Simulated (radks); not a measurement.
Question: Nb12+, 29 electrons, occupied as [Ne] 3s2 3p5 3d10 4s2 (not the ground configuration). Method: Dirac Kohn-Sham, PBEsol, spin-unpolarised, spherical densities, point nucleus; open shells are shared between the two j in proportion to 2j + 1; computed with a radial shooting solver on a logarithmic mesh with Libxc functionals. Some entries of the table are withheld. Estimate them.

| orbital | occ. | eigenvalue (eV) | <r^2> (bohr^2) | <r> (bohr) |
|---|---|---|---|---|
| 1s1/2 | 2 | -19068.99 | 0.001758 | 0.03610 |
| 2s1/2 | 2 | -2896.957 | 0.02934 | 0.1576 |
| 2p1/2 | 2 | -2683.030 | 0.02218 | (1) |
| 2p3/2 | 4 | -2586.987 | 0.02355 | (2) |
| 3s1/2 | 2 | -691.4032 | 0.2184 | 0.4368 |
| 3p1/2 | 1.66667 | -610.5086 | (3) | 0.4304 |
| 3p3/2 | 3.33333 | -594.3442 | (4) | 0.4402 |
| 3d3/2 | 4 | -451.7629 | 0.2059 | 0.4153 |
| 3d5/2 | 6 | -448.6692 | 0.2088 | 0.4184 |
| 4s1/2 | 2 | -265.1136 | 1.101 | (5) |
| 4p1/2 | 0 | -237.8432 | 1.193 | 1.029 |
| 4p3/2 | 0 | -234.1710 | 1.230 | 1.045 |
| 5s1/2 | 0 | -140.1635 | 3.601 | (6) |

Answer: 
(1) 2p1/2 <r> (bohr): 0.1344
(2) 2p3/2 <r> (bohr): 0.1389
(3) 3p1/2 <r^2> (bohr^2): 0.2153
(4) 3p3/2 <r^2> (bohr^2): 0.2249
(5) 4s1/2 <r> (bohr): 0.9907
(6) 5s1/2 <r> (bohr): 1.796
